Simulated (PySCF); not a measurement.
PySCF input file for germylsulfanylgermane (Ge2H6S), SMILES [GeH3][S][GeH3], TDA-PBE/def2-SVPD. Geometry: B3LYP-D3(BJ)/def2-SVP.

```python
import numpy as np
from pyscf import gto, scf, dft, tdscf

mol = gto.M(
    atom='''
    Ge    1.71225862    0.00000000   -0.24977769
    S    -0.00000000    0.00000000    1.20774486
    Ge   -1.71225862    0.00000000   -0.24977769
    H     2.98782408   -0.00000000    0.60979281
    H     1.65522720   -1.25920653   -1.13943279
    H     1.65522720    1.25920653   -1.13943279
    H    -1.65522721    1.25920653   -1.13943280
    H    -2.98782407   -0.00000000    0.60979280
    H    -1.65522721   -1.25920653   -1.13943279
    ''',
    basis='def2-SVPD',
    charge=0,
    spin=0,
    symmetry=True,
    max_memory=1600,
    verbose=4,
)
mf = dft.RKS(mol, xc='pbe').density_fit(auxbasis='def2-universal-jkfit')
mf.grids.level = 3
mf.conv_tol = 1e-9
mf.max_cycle = 100
mf.kernel()
mf.grids = dft.Grids(mol).set(level=1).build(with_non0tab=True)  # coarser grid for the response kernel
td = tdscf.TDA(mf)
td.singlet = True
td.nstates = 10
td.conv_tol = 1e-4
td.positive_eig_threshold = 1e-6
td.kernel(x0=td.get_init_guess(mf, 15))
td.analyze()
tt = tdscf.TDA(mf)
tt.singlet = False
tt.nstates = 4
tt.conv_tol = 1e-4
tt.positive_eig_threshold = 1e-6
tt.kernel(x0=tt.get_init_guess(mf, 9))
tt.analyze(verbose=3)
```

Output:

```
PySCF version 2.14.0

[INPUT] verbose = 4
[INPUT] num. atoms = 9
[INPUT] num. electrons = 86
[INPUT] charge = 0
[INPUT] spin (= nelec alpha-beta = 2S) = 0
[INPUT] symmetry True subgroup None
[INPUT] Mole.unit = angstrom
[INPUT] Symbol           X                Y                Z      unit          X                Y                Z       unit  Magmom
[INPUT]  1 Ge     1.712258620000   0.000000000000  -0.249777690000 AA    3.235699846226   0.000000000000  -0.472011426127 Bohr   0.0
[INPUT]  2 S      0.000000000000   0.000000000000   1.207744860000 AA    0.000000000000   0.000000000000   2.282307013751 Bohr   0.0
[INPUT]  3 Ge    -1.712258620000   0.000000000000  -0.249777690000 AA   -3.235699846226   0.000000000000  -0.472011426127 Bohr   0.0
[INPUT]  4 H      2.987824080000   0.000000000000   0.609792810000 AA    5.646169219581   0.000000000000   1.152341403629 Bohr   0.0
[INPUT]  5 H      1.655227200000  -1.259206530000  -1.139432790000 AA    3.127926081931  -2.379555475964  -2.153215910449 Bohr   0.0
[INPUT]  6 H      1.655227200000   1.259206530000  -1.139432790000 AA    3.127926081931   2.379555475964  -2.153215910449 Bohr   0.0
[INPUT]  7 H     -1.655227210000   1.259206530000  -1.139432800000 AA   -3.127926100828   2.379555475964  -2.153215929346 Bohr   0.0
[INPUT]  8 H     -2.987824070000   0.000000000000   0.609792800000 AA   -5.646169200683   0.000000000000   1.152341384732 Bohr   0.0
[INPUT]  9 H     -1.655227210000  -1.259206530000  -1.139432790000 AA   -3.127926100828  -2.379555475964  -2.153215910449 Bohr   0.0

nuclear repulsion = 509.205287736082
point group symmetry = C2v
symmetry origin: [-2.19735594e-10  0.00000000e+00  8.78942449e-10]
symmetry axis x: [1.00000000e+00 1.13354246e-19 4.11159416e-10]
symmetry axis y: [ 3.05636301e-19 -1.00000000e+00 -4.67658467e-10]
symmetry axis z: [ 4.11159416e-10  4.67658135e-10 -1.00000000e+00]
num. orbitals of irrep A1 = 53
num. orbitals of irrep A2 = 24
num. orbitals of irrep B1 = 46
num. orbitals of irrep B2 = 28
number of shells = 63
number of NR pGTOs = 265
number of NR cGTOs = 151
basis = def2-SVPD
ecp = {}


******** <class 'pyscf.df.df_jk.DFSymAdaptedRKS'> ********
method = DFSymAdaptedRKS
initial guess = minao
damping factor = 0
level_shift factor = 0
DIIS = <class 'pyscf.scf.diis.CDIIS'>
diis_start_cycle = 1
diis_space = 8
diis_damp = 0
SCF conv_tol = 1e-09
SCF conv_tol_grad = None
SCF max_cycles = 100
direct_scf = False
XC library pyscf.dft.libxc version 7.1.2
    S. Lehtola, C. Steigemann, M. J. T. Oliveira, and M. A. L. Marques,  SoftwareX 7, 1–5 (2018)
XC functionals = pbe
    J. P. Perdew, K. Burke, and M. Ernzerhof,  Phys. Rev. Lett. 77, 3865 (1996)
    J. P. Perdew, K. Burke, and M. Ernzerhof,  Phys. Rev. Lett. 78, 1396 (1997)
    J. P. Perdew, K. Burke, and M. Ernzerhof,  Phys. Rev. Lett. 77, 3865 (1996)
    J. P. Perdew, K. Burke, and M. Ernzerhof,  Phys. Rev. Lett. 78, 1396 (1997)
radial grids:
    Treutler-Ahlrichs [JCP 102, 346 (1995); DOI:10.1063/1.469408] (M4) radial grids

becke partition: Becke, JCP 88, 2547 (1988); DOI:10.1063/1.454033
pruning grids: <function nwchem_prune>
grids dens level: 3
symmetrized grids: True
atomic radii adjust function: <function treutler_atomic_radii_adjust>
small_rho_cutoff = 0
Freeze 0 electrons in irreps []
    86 free electrons in irreps A1 A2 B1 B2
Set gradient conv threshold to 3.16228e-05
Initial guess from minao.
tot grids = 119008
init E= -4553.10554491011
HOMO (B2) = -0.279053976843787  LUMO (A1) = -0.0727777049116267  gap/eV = 5.61306
cycle= 1 E= -4554.30158011373  delta_E= -1.2  |g|= 0.76  |ddm|= 3.23
HOMO (B2) = -0.167588953570935  LUMO (A1) = -0.042066023263688  gap/eV = 3.41565
cycle= 2 E= -4554.17680679582  delta_E= 0.125  |g|=  1.1  |ddm|=  1.7
HOMO (B2) = -0.233816744779719  LUMO (A1) = -0.0499407004482073  gap/eV = 5.00352
cycle= 3 E= -4554.36048990821  delta_E= -0.184  |g|= 0.162  |ddm|= 1.34
HOMO (B2) = -0.216729314425591  LUMO (A1) = -0.0475669535013341  gap/eV = 4.60314
cycle= 4 E= -4554.370310074  delta_E= -0.00982  |g|= 0.0258  |ddm|= 0.327
HOMO (B2) = -0.222273758760894  LUMO (A1) = -0.0507427490298471  gap/eV = 4.66760
cycle= 5 E= -4554.37051846266  delta_E= -0.000208  |g|= 0.00679  |ddm|= 0.0503
HOMO (B2) = -0.221115716987581  LUMO (A1) = -0.0497600393633477  gap/eV = 4.66283
cycle= 6 E= -4554.37053316585  delta_E= -1.47e-05  |g|= 0.0019  |ddm|= 0.0141
HOMO (B2) = -0.221231048534887  LUMO (A1) = -0.0498147326494318  gap/eV = 4.66448
cycle= 7 E= -4554.37053448167  delta_E= -1.32e-06  |g|= 0.00025  |ddm|= 0.00318
HOMO (B2) = -0.221203661699501  LUMO (A1) = -0.0498096022840318  gap/eV = 4.66387
cycle= 8 E= -4554.37053450577  delta_E= -2.41e-08  |g|= 3.75e-05  |ddm|= 0.000435
HOMO (B2) = -0.221201792333396  LUMO (A1) = -0.0498081706235043  gap/eV = 4.66386
cycle= 9 E= -4554.37053450643  delta_E= -6.61e-10  |g|= 8.61e-06  |ddm|= 0.000101
HOMO (B2) = -0.221203009692116  LUMO (A1) = -0.049808828867989  gap/eV = 4.66387
Extra cycle  E= -4554.37053450645  delta_E= -1.46e-11  |g|= 9.44e-06  |ddm|= 3.24e-05
converged SCF energy = -4554.37053450645
tot grids = 35984
Overwritten attributes  positive_eig_threshold  of <class 'pyscf.tdscf.rks.TDA'>


******** <class 'pyscf.tdscf.rks.TDA'> for <class 'pyscf.df.df_jk.DFSymAdaptedRKS'> ********
nstates = 10 singlet
deg_eia_thresh = 1.000e-03
wfnsym = None
conv_tol = 0.0001
eigh lindep = 1e-12
eigh level_shift = 0
eigh max_cycle = 100


Excitation energies (eV)
[4.88071817 5.05756637 5.3344259  5.74109137 6.32788324 6.42527725
 6.45538679 6.76982282 6.77307511 6.9086918 ]

** Singlet excitation energies and oscillator strengths **
Excited State   1:   B2      4.88072 eV    254.03 nm  f=0.0166
      43 -> 44        0.70054
Excited State   2:   A2      5.05757 eV    245.15 nm  f=0.0000
      43 -> 45       -0.70553
Excited State   3:   B2      5.33443 eV    232.42 nm  f=0.0004
      43 -> 46        0.70291
Excited State   4:   B2      5.74109 eV    215.96 nm  f=0.0007
      43 -> 47        0.70165
Excited State   5:   B1      6.32788 eV    195.93 nm  f=0.0052
      42 -> 45        0.34540
      43 -> 48        0.61613
Excited State   6:   A2      6.42528 eV    192.96 nm  f=0.0000
      43 -> 49       -0.70520
Excited State   7:   A1      6.45539 eV    192.06 nm  f=0.0649
      42 -> 44       -0.64437
      43 -> 50       -0.25819
Excited State   8:   A1      6.76982 eV    183.14 nm  f=0.0089
      41 -> 45        0.15351
      42 -> 44        0.18069
      42 -> 46       -0.31102
      43 -> 50       -0.57411
Excited State   9:   B1      6.77308 eV    183.05 nm  f=0.0000
      41 -> 44        0.52410
      42 -> 45        0.40143
      43 -> 48       -0.22612
Excited State  10:   A1      6.90869 eV    179.46 nm  f=0.0197
      42 -> 44        0.11535
      42 -> 46        0.62996
      43 -> 50       -0.26900

** Transition electric dipole moments (AU) **
state          X           Y           Z        Dip. S.      Osc.
  1        -0.0000      0.3731     -0.0000      0.1392      0.0166
  2        -0.0000      0.0000     -0.0000      0.0000      0.0000
  3        -0.0000      0.0581     -0.0000      0.0034      0.0004
  4        -0.0000      0.0715      0.0000      0.0051      0.0007
  5         0.1840      0.0000      0.0000      0.0338      0.0052
  6        -0.0000     -0.0000      0.0000      0.0000      0.0000
  7        -0.0000      0.0000     -0.6405      0.4103      0.0649
  8        -0.0000      0.0000      0.2311      0.0534      0.0089
  9        -0.0165      0.0000     -0.0000      0.0003      0.0000
 10         0.0000      0.0000      0.3409      0.1162      0.0197

** Transition velocity dipole moments (imaginary part, AU) **
state          X           Y           Z        Dip. S.      Osc.
  1        -0.0000      0.0813      0.0000      0.0066      0.0246
  2        -0.0000     -0.0000      0.0000      0.0000      0.0000
  3        -0.0000      0.0234     -0.0000      0.0005      0.0019
  4        -0.0000      0.0184     -0.0000      0.0003      0.0011
  5         0.0289      0.0000      0.0000      0.0008      0.0024
  6        -0.0000      0.0000     -0.0000      0.0000      0.0000
  7         0.0000     -0.0000     -0.1123      0.0126      0.0355
  8         0.0000     -0.0000      0.0200      0.0004      0.0011
  9         0.0283     -0.0000      0.0000      0.0008      0.0021
 10        -0.0000      0.0000      0.0656      0.0043      0.0113

** Transition magnetic dipole moments (imaginary part, AU) **
state          X           Y           Z
  1         0.3152     -0.0000     -0.0000
  2         0.0000     -0.0000      0.2470
  3        -0.2671      0.0000     -0.0000
  4        -0.9839      0.0000      0.0000
  5         0.0000     -0.3675      0.0000
  6        -0.0000      0.0000      0.5855
  7         0.0000     -0.0000     -0.0000
  8         0.0000     -0.0000     -0.0000
  9        -0.0000     -0.2813     -0.0000
 10         0.0000      0.0000     -0.0000


******** <class 'pyscf.tdscf.rks.TDA'> for <class 'pyscf.df.df_jk.DFSymAdaptedRKS'> ********
nstates = 4 triplet
deg_eia_thresh = 1.000e-03
wfnsym = None
conv_tol = 0.0001
eigh lindep = 1e-12
eigh level_shift = 0
eigh max_cycle = 100


Excitation energies (eV)
[4.43738653 4.71261819 5.25411786 5.5830097 ]

** Triplet excitation energies and oscillator strengths **
Excited State   1:   B2      4.43739 eV    279.41 nm  f=0.0000
Excited State   2:   A2      4.71262 eV    263.09 nm  f=0.0000
Excited State   3:   B2      5.25412 eV    235.98 nm  f=0.0000
Excited State   4:   B2      5.58301 eV    222.07 nm  f=0.0000
```

The run converged.

Cost: about 90 core-seconds (a rough figure).
